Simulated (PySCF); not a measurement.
F2H5NOSi2, SMILES N[SiH2]O[SiH](F)F.

Geometry: r2SCAN-D4/def2-SVP. The structure was generated by enumeration, and PubChem lists no compound with its InChIKey, so it may never have been made. Other conformers were not sampled.

Calculation: TDDFT-PBE0/def2-SVPD in PySCF.

Vertical excitations. The molecule is in vacuum.

Problem. Estimate the UV-visible absorptions. (An estimate is asked for; the answer gives what the named calculation found.)

Solution. 
| state | energy (eV) | λ (nm) | f | main pairs |
|---|---|---|---|---|
| S1 | 6.90 | 180 | 0.052 | HOMO→LUMO 94 % |
| S2 | 7.80 | 159 | 0.058 | HOMO→LUMO+1 91 % |
| S3 | 8.11 | 153 | 0.002 | HOMO→LUMO+2 93 % |
| S4 | 8.18 | 152 | 0.015 | HOMO−1→LUMO 92 % |
| S5 | 8.21 | 151 | 0.006 | HOMO→LUMO+3 79 % |
| S6 | 8.33 | 149 | 0.002 | HOMO→LUMO+4 78 % |
| S7 | 8.57 | 145 | 0.021 | HOMO→LUMO+7 28 %, HOMO→LUMO+5 26 %, HOMO→LUMO+6 16 %, HOMO→LUMO+4 15 % |
| S8 | 8.61 | 144 | 0.009 | HOMO−1→LUMO+1 83 % |
| S9 | 8.65 | 143 | 0.007 | HOMO→LUMO+7 47 %, HOMO→LUMO+5 26 %, HOMO→LUMO+3 13 % |
| S10 | 8.91 | 139 | 0.004 | HOMO→LUMO+6 54 %, HOMO→LUMO+8 19 %, HOMO→LUMO+5 18 % |
| T1 | 6.50 | 191 | 0 | HOMO→LUMO 90 % |
| T2 | 7.14 | 174 | 0 | HOMO→LUMO+1 81 % |
| T3 | 7.76 | 160 | 0 | HOMO−1→LUMO 77 % |
| T4 | 7.96 | 156 | 0 | HOMO→LUMO+2 77 % |
Triplets are in the Tamm–Dancoff approximation, which puts them higher than full response would, so one can lie above its singlet here.
